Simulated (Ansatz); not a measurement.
Compare A (`[CH3][Al]([F])[CH2][SiH3]`) with its isomer B (`[CH3][AlH][CH2][SiH2]F`).

Gas-phase electronic energies from Ansatz, PBE0-D4/def2-TZVP geometries. CCSD(T)/CBS adds triple-zeta CCSD(T) − MP2 to the extrapolated MP2 energy (def2 sets, frozen cores). Functionals use def2-TZVPP. B3LYP here is the variant with VWN-RPA as its local correlation; programs differ in this. Each species was taken in one conformer, which may not be the lowest.

A:

Z-matrix (Å, degrees):
```
C
Al 1 1.939
H 1 1.093 2 111.8
H 1 1.095 2 110.6 3 119.2
H 1 1.093 2 111.7 3 -121.7
F 2 1.656 1 118.2 3 -29.2
C 2 1.941 1 125.3 3 150.9
Si 7 1.866 2 114.3 1 -83.5
H 7 1.097 2 108.7 1 36.8
H 7 1.095 2 109.5 1 154.6
H 8 1.488 7 112.8 2 178.1
H 8 1.491 7 110.0 2 57.7
H 8 1.489 7 110.4 2 -60.8
```

B:

```xyz
13

C     0.145    0.751   -2.202
Al    0.185    1.230   -0.314
C     0.665   -0.096    1.046
Si   -0.650   -1.298    1.498
F    -0.140   -2.354    2.595
H     0.745    1.442   -2.803
H     0.501   -0.264   -2.396
H    -0.878    0.821   -2.589
H    -0.169    2.707    0.157
H     0.987    0.430    1.952
H     1.516   -0.669    0.655
H    -1.829   -0.611    2.086
H    -1.079   -2.088    0.315
```

Q: Which isomer does CCSD(T)/CBS put lower? Give the gap. (Estimate.)

A: The calculation gave: A, by 13.8 kcal/mol.

Q: Give E(B) − E(A) in kcal/mol with MP2/def2-TZVPP, B3LYP, ωB97M-V, HF/def2-TZVPP, PBE0-D4, B3LYP-D4, CCSD(T)/def2-TZVPP. (Estimate.)

A: The calculation gave: MP2/def2-TZVPP 14.1, B3LYP 14.0, ωB97M-V 13.3, HF/def2-TZVPP 11.9, PBE0-D4 13.8, B3LYP-D4 14.0, CCSD(T)/def2-TZVPP 14.0. None reverses the order clearly.

Largest T1 diagnostic: 0.011.

In def2-TZVPP, CCSD(T) changes the Hartree–Fock value by +2.1 kcal/mol (the triples alone add +0.2 kcal/mol) and MP2 by +2.3 kcal/mol.
